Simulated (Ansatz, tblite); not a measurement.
Forces on Li₈I₈ (started as a model of: 2x2x4 LiI rock-salt block) at its PBE-D4/def2-SVP geometry. The state is a singlet with charge 0.

In the def2 sets I takes a core potential; there is no spin–orbit coupling. The xTB rows come from tblite.

GFN2-xTB (tblite), largest force 0.72 eV/Å:

```xyz
16
positions Å, forces eV/Å
Li   -0.803    4.125    0.187   -0.077    0.455   -0.311
I    -0.352    2.113   -1.588    0.013    0.028   -0.532
Li    0.190   -0.602   -2.086   -0.040    0.280   -0.414
I     0.673   -2.803   -3.693    0.030   -0.022   -0.723
I    -2.922    3.284    1.623   -0.697    0.164    0.109
Li   -1.883    0.963    0.528   -0.468   -0.172   -0.054
I    -2.040   -1.602   -0.615   -0.523    0.081    0.063
Li   -0.794   -3.784   -1.657   -0.409   -0.351   -0.137
I     1.374    4.112    1.775    0.577    0.410    0.155
Li    1.348    1.587    0.643    0.501    0.015   -0.018
I     2.527   -0.720   -0.452    0.450    0.268    0.097
Li    2.256   -3.195   -1.549    0.518   -0.172   -0.104
Li   -0.658    2.854    3.019   -0.033    0.068    0.551
I    -0.136    0.210    2.654    0.060   -0.377    0.372
Li    0.343   -1.948    0.914    0.006   -0.123    0.486
I     0.876   -4.593    0.296    0.090   -0.552    0.460
```

r2SCAN-D4/def2-SVP (Ansatz), largest force 0.10 eV/Å:

```
Li -0.009 0.053 -0.038
I -0.002 0.022 -0.057
Li -0.009 0.059 -0.074
I 0.009 -0.035 -0.059
I -0.049 0.044 0.022
Li -0.086 -0.039 -0.013
I -0.060 -0.008 -0.001
Li -0.049 -0.041 -0.016
I 0.027 0.058 0.025
Li 0.095 -0.004 -0.006
I 0.059 0.015 0.004
Li 0.062 -0.019 -0.012
Li -0.004 0.007 0.065
I 0.004 -0.028 0.054
Li 0.000 -0.016 0.094
I 0.012 -0.067 0.012
```

PBE0-D4/def2-SVP (Ansatz), largest force 0.06 eV/Å:

```
Li 0.000 -0.001 0.001
I 0.003 -0.021 0.042
Li -0.005 0.031 -0.037
I 0.001 -0.017 0.056
I 0.058 0.004 -0.001
Li -0.044 -0.020 -0.007
I 0.046 0.010 0.002
Li 0.001 0.001 0.000
I -0.055 -0.018 -0.005
Li 0.048 -0.003 -0.003
I -0.046 -0.008 -0.001
Li -0.001 0.001 0.000
Li 0.000 0.000 -0.001
I -0.002 0.018 -0.043
Li 0.000 -0.008 0.048
I -0.004 0.031 -0.049
```
